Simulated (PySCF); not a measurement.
## How the method moves the proton affinities of aluminum chloride

Structure: `[Cl][Al]([Cl])[Cl]` (AlCl3). Numbering: `[Cl:1][Al:2]([Cl:3])[Cl:4]`

All levels share the PBE0-D3(BJ)/def2-SVP structures and the PBE0-D3(BJ)/def2-SVP thermal terms; only the single-point energies (PySCF) change. Values are proton affinities (298 K, kJ/mol).

```tsv
level	Cl1
PBE0-D3(BJ)/6-31G	549
PBE0-D3(BJ)/6-31+G*	592
PBE0-D3(BJ)/6-31G*	593
PBE0-D3(BJ)/def2-SV(P)	596
PBE0-D3(BJ)/pcseg-1	601
LDA/def2-TZVP	603
PBE0-D3(BJ)/ma-def2-SVP	606
M06-2X/def2-TZVP (grid 3)	611
PBE0-D3(BJ)/6-311+G**	611
HF/def2-TZVP	614
PBE0-D3(BJ)/aug-pcseg-1	614
PBE0-D3(BJ)/def2-SVPD	616
CAM-B3LYP-D3(BJ)/def2-TZVP	617
BHandHLYP/def2-TZVP	618
PBE0-D3(BJ)/pcseg-2	620
PBE0-D3(BJ)/def2-SVP	620
ωB97M-D3(BJ)/def2-TZVP (grid 3)	621
PBE0-D3(BJ)/cc-pVDZ	621
PBE0-D3(BJ)/aug-cc-pVDZ	622
LC-ωPBE/def2-TZVP	624
r2SCAN-D3(BJ)/def2-TZVP (grid 3)	624
M06/def2-TZVP (grid 3)	625
PBE0-D3(BJ)/6-311++G(2d,2p)	625
HSE06/def2-TZVP	626
PBE0-D3(BJ)/ma-def2-TZVP	626
PBE0-D3(BJ)/def2-TZVP	628
PBE0-D3(BJ)/def2-TZVPD	628
PBE0-D3(BJ)/aug-cc-pVTZ	628
PBE0-D3(BJ)/cc-pVTZ	629
ωB97X-D3(BJ)/def2-TZVP	629
PBE0-D3(BJ)/jun-cc-pV(T+d)Z	629
PBE0-D3(BJ)/def2-TZVPP	630
B3LYP-D3(BJ)/def2-TZVP	630
M06-L/def2-TZVP (grid 3)	631
PBE-D3(BJ)/def2-TZVP	635
TPSSh-D3(BJ)/def2-TZVP (grid 3)	636
BP86-D3(BJ)/def2-TZVP	636
B97-2/def2-TZVP	637
BLYP-D3(BJ)/def2-TZVP	638
TPSS-D3(BJ)/def2-TZVP (grid 3)	639
OPBE/def2-TZVP	654
```

Hartree-Fock leaves out electron correlation, so its proton affinities can be off by tens of kJ/mol.

The spread: 105 kJ/mol, from 549 to 654.
